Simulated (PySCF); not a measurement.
Spinor energies of Te⁻ (tellurium, charge -1)

Start: [Kr] 4d10 5s2 5p5; 5p1/2 filled at m_j = +1/2; 5p3/2 filled at m_j = -3/2, -1/2, +1/2, +3/2. Calculated with PySCF 2.14 in x2c-SVPall-2c with one added diffuse shell each of s, p type (7s9p4d, 54 functions): generalised Hartree-Fock with the X2C-1e Hamiltonian and a Gaussian nucleus; one run each with spin-orbit coupling (SO) screened by Boettger's factors, then bare. This is a chosen level, not necessarily the ground level.

```json
{"spinor shell": "1s1/2", "electrons": "2", "ε, screened SO (eV)": "-31959.3", "ε, bare SO (eV)": "-31959.1", "weight of nominal j (bare SO)": "1.000", "rms radius, bare SO (bohr)": "0.0319"}
{"spinor shell": "2s1/2", "electrons": "2", "ε, screened SO (eV)": "-4992.5", "ε, bare SO (eV)": "-4992.4", "weight of nominal j (bare SO)": "1.000", "rms radius, bare SO (bohr)": "0.130"}
{"spinor shell": "2p1/2", "electrons": "2", "ε, screened SO (eV)": "-4667.2", "ε, bare SO (eV)": "-4675.5", "weight of nominal j (bare SO)": "1.000", "rms radius, bare SO (bohr)": "0.112"}
{"spinor shell": "2p3/2", "electrons": "4", "ε, screened SO (eV)": "-4389.7", "ε, bare SO (eV)": "-4386.3", "weight of nominal j (bare SO)": "1.000", "rms radius, bare SO (bohr)": "0.117"}
{"spinor shell": "3s1/2", "electrons": "2", "ε, screened SO (eV)": "-1030.6", "ε, bare SO (eV)": "-1030.6", "weight of nominal j (bare SO)": "1.000", "rms radius, bare SO (bohr)": "0.343"}
{"spinor shell": "3p1/2", "electrons": "2", "ε, screened SO (eV)": "-895.06", "ε, bare SO (eV)": "-896.63", "weight of nominal j (bare SO)": "1.000", "rms radius, bare SO (bohr)": "0.335"}
{"spinor shell": "3p3/2", "electrons": "4", "ε, screened SO (eV)": "-841.76", "ε, bare SO (eV)": "-841.12", "weight of nominal j (bare SO)": "1.000", "rms radius, bare SO (bohr)": "0.347"}
{"spinor shell": "3d3/2", "electrons": "4", "ε, screened SO (eV)": "-604.41", "ε, bare SO (eV)": "-605.96", "weight of nominal j (bare SO)": "1.000", "rms radius, bare SO (bohr)": "0.320"}
{"spinor shell": "3d5/2", "electrons": "6", "ε, screened SO (eV)": "-593.60", "ε, bare SO (eV)": "-592.58", "weight of nominal j (bare SO)": "1.000", "rms radius, bare SO (bohr)": "0.323"}
{"spinor shell": "4s1/2", "electrons": "2", "ε, screened SO (eV)": "-186.94", "ε, bare SO (eV)": "-186.94", "weight of nominal j (bare SO)": "1.000", "rms radius, bare SO (bohr)": "0.816"}
{"spinor shell": "4p1/2", "electrons": "2", "ε, screened SO (eV)": "-137.87", "ε, bare SO (eV)": "-138.17", "weight of nominal j (bare SO)": "1.000", "rms radius, bare SO (bohr)": "0.860"}
{"spinor shell": "4p3/2", "electrons": "4", "ε, screened SO (eV)": "-127.89", "ε, bare SO (eV)": "-127.77", "weight of nominal j (bare SO)": "1.000", "rms radius, bare SO (bohr)": "0.886"}
{"spinor shell": "4d3/2", "electrons": "4", "ε, screened SO (eV)": "-47.381", "ε, bare SO (eV)": "-47.598", "weight of nominal j (bare SO)": "1.000", "rms radius, bare SO (bohr)": "1.05"}
{"spinor shell": "4d5/2", "electrons": "6", "ε, screened SO (eV)": "-45.967", "ε, bare SO (eV)": "-45.832", "weight of nominal j (bare SO)": "1.000", "rms radius, bare SO (bohr)": "1.06"}
{"spinor shell": "5s1/2", "electrons": "2", "ε, screened SO (eV)": "-13.764", "ε, bare SO (eV)": "-13.769", "weight of nominal j (bare SO)": "0.998", "rms radius, bare SO (bohr)": "2.36"}
{"spinor shell": "5p1/2", "electrons": "1", "ε, screened SO (eV)": "-3.857", "ε, bare SO (eV)": "-3.889", "weight of nominal j (bare SO)": "0.999", "rms radius, bare SO (bohr)": "2.97"}
{"spinor shell": "5p3/2", "electrons": "4", "ε, screened SO (eV)": "-2.238", "ε, bare SO (eV)": "-2.232", "weight of nominal j (bare SO)": "0.999", "rms radius, bare SO (bohr)": "3.27"}
```

```
   quantity  screened SO      bare SO
E (hartree)  -6791.13142  -6791.29285
        M_J          1/2          1/2
       ⟨J²⟩        0.774        0.773
       ⟨L²⟩        2.056        2.060
       ⟨S²⟩        0.794        0.797
```

Each row is a mean over spinors that exchange with the open shell spreads, by up to 1.098 eV (5s1/2).

Breit and QED terms are absent; they matter most for the inner s and p1/2 levels.

Densities and radii are taken from the X2C orbitals without a picture-change correction, which distorts them close to the nucleus.
